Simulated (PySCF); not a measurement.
This PySCF input asks for the NMR shieldings of `InChI=1S/C5H8F2OSi/c1-8-9-3-4(2-6)5(9)7/h9H,2-3H2,1H3/t9-/m0/s1`; the geometry comes from GFN2-xTB.

```python
import basis_set_exchange as bse
import numpy as np
from pyscf import gto, dft
from pyscf.prop import nmr

atoms = """
C    -3.118312   -1.136808    0.340264
O    -2.082110   -0.206145    0.192328
Si   -0.765452   -0.239493   -0.734733
C     0.332846    1.290446   -0.397322
C     1.439956    0.363084    0.046963
C     2.799666    0.785778    0.480083
F     3.209769    1.912200   -0.196236
C     0.892044   -0.852194   -0.035607
F     1.509151   -2.020995    0.269543
H    -3.493369   -1.458746   -0.632561
H    -3.921291   -0.655032    0.898091
H    -2.768360   -2.011457    0.891102
H    -1.030378   -0.668820   -2.103089
H     0.621547    1.892840   -1.254497
H     0.013885    1.967429    0.391952
H     3.542439    0.003997    0.286165
H     2.810971    1.045946    1.547643
"""
names = dict.fromkeys(["C", "O", "Si", "F", "H"], "pcSseg-1")
basis = {el: gto.basis.parse(bse.get_basis(n, elements=[el], fmt="nwchem")) for el, n in names.items()}
mol = gto.M(atom=atoms, basis=basis, charge=0, verbose=0)
mf = dft.RKS(mol, xc="PBE0")
mf.grids.level = 2
mf.grids.alignment = dft.numint.BLKSIZE   # the property module wants whole blocks of grid points
mf.conv_tol = 1e-9
mf.kernel()

calc = nmr.RKS(mf)   # GIAO
C = mf.mo_coeff
Co = C[:, mf.mo_occ > 0]
resp = mf.gen_response(singlet=True, hermi=2)
def vind(x):   # induced exchange potential for any number of trial vectors
    d = np.einsum("pi,xij,qj->xpq", C, 2 * x.reshape(-1, C.shape[1], Co.shape[1]), Co, optimize=True)
    return np.einsum("xpq,pi,qj->xij", resp(d - d.transpose(0, 2, 1)), C, Co, optimize=True).ravel()
mo1, _ = nmr.rhf.solve_mo1(calc, with_cphf=vind)
sigma = calc.kernel(mo1)
for i, s in enumerate(sigma):   # ppm
    w = np.linalg.eigvalsh((s + s.T) / 2)
    print("%2d %-2s iso %8.1f  s11 %8.1f  s22 %8.1f  s33 %8.1f" % (i, mol.atom_pure_symbol(i), w.mean(), *w))
```

**Question.** What are the results?

**Answer.** 
```
 0 C  iso    132.4  s11    105.5  s22    106.4  s33    185.2
 1 O  iso    309.8  s11    241.6  s22    338.6  s33    349.4
 2 Si iso    365.5  s11    336.6  s22    349.9  s33    409.8
 3 C  iso    172.2  s11    159.9  s22    169.9  s33    186.8
 4 C  iso     43.9  s11    -69.3  s22     74.9  s33    126.1
 5 C  iso    106.3  s11     75.5  s22     85.5  s33    157.9
 6 F  iso    435.4  s11    412.1  s22    427.8  s33    466.5
 7 C  iso     15.6  s11    -58.3  s22     43.2  s33     61.8
 8 F  iso    266.7  s11    146.3  s22    274.6  s33    379.3
 9 H  iso     27.9  s11     23.9  s22     25.6  s33     34.1
10 H  iso     27.6  s11     23.2  s22     25.3  s33     34.1
11 H  iso     27.7  s11     23.2  s22     25.8  s33     34.0
12 H  iso     26.3  s11     22.9  s22     24.8  s33     31.1
13 H  iso     30.0  s11     26.0  s22     28.3  s33     35.7
14 H  iso     30.2  s11     26.8  s22     27.8  s33     36.2
15 H  iso     25.9  s11     21.4  s22     27.0  s33     29.4
16 H  iso     26.3  s11     22.2  s22     27.0  s33     29.9
```

These numbers come from an equivalent density-fitted implementation of the same equations, which agrees with the script to about 0.01 ppm for H and up to a few tenths of a ppm for heavy atoms, so last digits may differ.

**Question.** Turn these shieldings into chemical shifts. References, each an isolated molecule treated in the same way: ¹³C (σ = 186.93 ppm), ²⁹Si (σ = 349.16 ppm), ¹H (σ = 31.72 ppm) against TMS; H2O for ¹⁷O (σ = 336.08 ppm); CFCl3 for ¹⁹F (σ = 170.95 ppm).

**Answer.** Averaging equivalent atoms: C 7: 171.3; C 4: 143.0; C 5: 80.6; C 0: 54.5; C 3: 14.7; O 1: 26.2; Si 2: -16.3; F 8: -95.8; F 6: -264.5; H 15: 5.78; H 12: 5.45; H 16: 5.37; H 9/10/11: 4.01; H 13: 1.70; H 14: 1.47 ppm. Unscaled 19F shifts against computed CFCl3 carry errors that often reach 10 to 50 ppm. Experimental scales use liquid or dissolved standards, which lie at an offset from isolated H2O (liquid H2O: subtract about 36 ppm).

Size and cost of the density-fitted run: 200 basis functions, 71 s wall time on 1 thread of an Arm Neoverse N1, shared host; peak memory 0.97 GiB.
